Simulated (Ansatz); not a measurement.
System: C2H5Ge, charge 0, doublet. C2H5Ge (SMILES [H]/[C]=[CH]\[GeH3], doublet).
B3LYP-D3(BJ)/def2-TZVP minimum from Ansatz (an electronic-structure program):
```xyz
8

C      2.0827     0.4890    -0.6348
C      1.3157    -0.0090     0.2863
Ge    -0.6448    -0.0955     0.0757
H      1.9722     0.9315    -1.6139
H      1.7232    -0.4012     1.2168
H     -1.0152     0.5017    -1.2906
H     -1.1128    -1.5608     0.1552
H     -1.3253     0.7040     1.2027
```
Charge 0, spin multiplicity 2.

Total energies in hartree (Ansatz). UHF or UKS for unpaired electrons; spin-orbit terms are left out. Cores are frozen in correlated methods (noble-gas shells, and filled d and f shells in the p block). No relativity. For partners of very few electrons the exact lower level stands in for a higher one. The UHF reference of C2H5Ge ([H]/[C]=[CH]\[GeH3], doublet) is spin-contaminated (<S^2> up to 0.17 over the pure value in the sets run).

```csv
species,HF/cc-pVTZ,CCSD(T)/cc-pVTZ,HF/cc-pVQZ,CCSD(T)/cc-pVQZ,CCSD(T)/cc-pVDZ,CCSDT(Q)/cc-pVDZ
"1: C2H5Ge (SMILES [H]/[C]=[CH]\[GeH3], doublet)",-2153.98643,-2154.46030,-2153.99525,-2154.49278,-2154.28665,-2154.28919
2: C (triplet),-37.69157,-37.78076,-37.69331,-37.78654,-37.76038,-37.76071
3: Ge (triplet),-2075.36107,-2075.42794,-2075.36359,-2075.43284,-2075.34866,-2075.34895
4: H (doublet),-0.49981,-0.49981,-0.49995,-0.49995,-0.49928,-0.49928
```

Work out the atomisation energy (electronic, to ground-state atoms) in kcal/mol: take Hartree-Fock from cc-pVQZ, extrapolate the CCSD(T) correlation energy as X^-3 (X = 3, 4), and add CCSDT(Q) - CCSD(T) in cc-pVDZ. 1 hartree = 627.51 kcal/mol.


Species 1: correlation (64·(-0.49753) - 27·(-0.47387))/37 = -0.51480; step -0.00254; E1 = -2153.99525 + (-0.51480) + (-0.00254) = -2154.51259
Species 2: correlation (64·(-0.09323) - 27·(-0.08919))/37 = -0.09618; step -0.00033; E2 = -37.69331 + (-0.09618) + (-0.00033) = -37.78982
Species 3: correlation (64·(-0.06925) - 27·(-0.06687))/37 = -0.07099; step -0.00029; E3 = -2075.36359 + (-0.07099) + (-0.00029) = -2075.43487
Species 4: correlation (64·(0.00000) - 27·(0.00000))/37 = 0.00000; step +0.00000; E4 = -0.49995 + (0.00000) + (+0.00000) = -0.49995
-1·E1 +2·E2 +1·E3 +5·E4 = 0.99833 hartree = 626.5 kcal/mol.
